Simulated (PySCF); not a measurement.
Al(H)2(Me)(OH2), CH7AlO, singlet (B3LYP/def2-SVP optimised geometry):

```
10

Al    -1.146    -0.584     0.000
H     -1.285     1.017     0.000
H     -1.284    -1.324     1.419
C     -1.649    -1.573    -1.630
H     -1.284    -1.089    -2.553
H     -2.749    -1.633    -1.721
H     -1.277    -2.612    -1.629
O      0.912    -0.584     0.000
H      1.285     0.311    -0.031
H      1.284    -1.017     0.784
```

Computed with B3LYP/def2-TZVP in PySCF.

Task: What are the frontier orbital energies and the dipole moment?

Result: HOMO-2 -9.50 eV, HOMO-1 -7.31 eV, HOMO -7.02 eV, LUMO -0.96 eV, LUMO+1 0.90 eV; dipole moment 4.38 D.

On the same geometry PySCF with PBE/def2-TZVP gives HOMO-2 -8.25 eV, HOMO-1 -6.21 eV, HOMO -5.96 eV, LUMO -1.46 eV, LUMO+1 0.44 eV; dipole moment 4.31 D.

Meta-Löwdin charges at B3LYP/def2-TZVP: Al1 0.51, H2 -0.20, H3 -0.20, C4 -0.64, H5 0.11, H6 0.11, H7 0.11, O8 -0.55, H9 0.38, H10 0.38.
